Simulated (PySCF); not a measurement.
Molecule: `C=CC(=C)C[SiH3]`, C₅H₁₀Si.

Molfile (atoms numbered from 1):
```
C5H10Si
     RDKit          3D

 16 15  0  0  0  0  0  0  0  0999 V2000
    0.9819   -0.8687    1.8612 C   0  0  0  0  0  0  0  0  0  0  0  0
    0.6957    0.4005    1.5423 C   0  0  0  0  0  0  0  0  0  0  0  0
    0.1801    0.8840    0.2573 C   0  0  0  0  0  0  0  0  0  0  0  0
   -0.0364    2.2025    0.0930 C   0  0  0  0  0  0  0  0  0  0  0  0
   -0.1237   -0.1061   -0.8308 C   0  0  0  0  0  0  0  0  0  0  0  0
   -1.8165   -0.9403   -0.6423 Si  0  0  0  0  0  4  0  0  0  0  0  0
    1.3685   -1.1255    2.8500 H   0  0  0  0  0  0  0  0  0  0  0  0
    0.8422   -1.6955    1.1601 H   0  0  0  0  0  0  0  0  0  0  0  0
    0.8592    1.1794    2.2954 H   0  0  0  0  0  0  0  0  0  0  0  0
   -0.4163    2.6072   -0.8485 H   0  0  0  0  0  0  0  0  0  0  0  0
    0.1606    2.9112    0.9015 H   0  0  0  0  0  0  0  0  0  0  0  0
   -0.1318    0.3965   -1.8107 H   0  0  0  0  0  0  0  0  0  0  0  0
    0.6504   -0.8889   -0.8860 H   0  0  0  0  0  0  0  0  0  0  0  0
   -2.8876    0.1011   -0.6333 H   0  0  0  0  0  0  0  0  0  0  0  0
   -1.9079   -1.7394    0.6156 H   0  0  0  0  0  0  0  0  0  0  0  0
   -2.0437   -1.8550   -1.8046 H   0  0  0  0  0  0  0  0  0  0  0  0
  1  2  2  0
  2  3  1  0
  3  4  2  0
  3  5  1  0
  5  6  1  0
  1  7  1  0
  1  8  1  0
  2  9  1  0
  4 10  1  0
  4 11  1  0
  5 12  1  0
  5 13  1  0
  6 14  1  0
  6 15  1  0
  6 16  1  0
M  END
```

Geometry PBE0-D3(BJ)/def2-SVP throughout; GIAO in PySCF 2.14.0 with density-fitted response routines, gas phase, one conformer, non-relativistic; equivalent atoms averaged; functional PBE0.

For orientation, 6-31G gives these shifts δ (against TMS at the same level): C3 140.4, C4 117.7, C5 13.5, Si6 -37.3, H7 5.55, H10 5.42, H8 5.62, H14/H15/H16 3.77, H12/H13 1.84 ppm.

A run gave: C3 151.5, C4 124.8, C5 14.3, Si6 -59.4, H7 5.43, H10 5.29, H8 5.36, H14/H15/H16 3.95, H12/H13 1.86 ppm (shifts δ (against TMS at the same level)).

Which basis set was used in that run?
A. def2-SVP
B. 6-31G*
C. pcSseg-1
D. def2-TZVP

Results:

C. C4 tells them apart best: pcSseg-1 gives 124.8, def2-SVP gives 119.0, 6-31G* gives 115.7, def2-TZVP gives 122.5 ppm.
